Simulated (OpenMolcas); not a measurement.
**Pt2+: effect of the metal basis**

Pt2+ with its 6 nearest fluoride ions at 2.076 Å, on the Li site of LiF (a = 4.028 Å, distance in the model lattice 2.014 Å). The rest of the host is ab initio model potentials to 7.6 Å and point charges beyond; the distance is set by hand and nothing relaxes, and no local charge compensation is placed.

| Property | Result |
| --- | --- |
| Program | OpenMolcas 26.06 |
| Method | SS-CASPT2, IPEA 0.25 Eh, imaginary shift 0.1 Eh (closed shells correlated: 5s 5p and the ligand valence shells) |
| Spin-orbit coupling | state interaction with AMFI integrals over the reference wave functions |

Fixed: ligand basis ANO-RCC-VDZP, active space 8 electrons in 5 orbitals (5d), DKH2 Hamiltonian.

States (labels of O, the rotations of Oh). Energies in cm-1 above the lowest state or level, χT in cm3 K/mol; 10Dq and B are least-squares fits to the states below 45000 cm-1, weighted by degeneracy, with a free offset, and given where the rms deviation is under 5 % of |10Dq| (or 100 cm-1) and under 700 cm-1.

```tsv
Run	Metal basis	Ground state	First state of that spin	10Dq	B (rms of fit)	First gap with spin-orbit (degeneracies)	χT at 300 K	First state of another spin	Cost
A	ANO-RCC-VDZP	3A2	3T2 26060	26091	655 (320)	7830 (3, 2)	1.475	1E 8400	roughly 60 core-seconds
B	ANO-RCC-VTZP	3A2	3T2 25310	25452	552 (268)	7180 (3, 2)	1.482	1E 7710	roughly 120 core-seconds
```

Against A, |10Dq| changes by -2.4 % in B.

Costs are those of the CASPT2 steps.

Roots that are degenerate in the reference are averaged as groups; the widest CASPT2 spread within a group is 200 cm-1 (the 3-fold group of multiplicity 1 near 34500 cm-1 above the lowest state of its run, A). Shifts and gaps below about the spread of the groups concerned are not significant. Over all roots computed the reference weight is 0.73 to 0.74 in A, 0.72 to 0.73 in B; a low but even weight reflects the number of correlated electrons. Real 4d8 and 5d8 ions are as a rule square planar and diamagnetic. Ligand-to-metal charge-transfer states are missing. With no ligand orbital active B as a rule stays too high, so bands that hang on it stand too high and its fall with covalency is understated. With one d shell and no ligand orbital active, 10Dq can be off by a tenth or more. The least metal-like active orbital is 82 % on the metal (Löwdin) and no ligand orbital is active, so the numbers are rough (holds for A). The least metal-like active orbital is 83 % on the metal (Löwdin) and no ligand orbital is active, so the numbers are rough (holds for B). No measured value stands beside these numbers; the geometry was set by hand and not optimised.
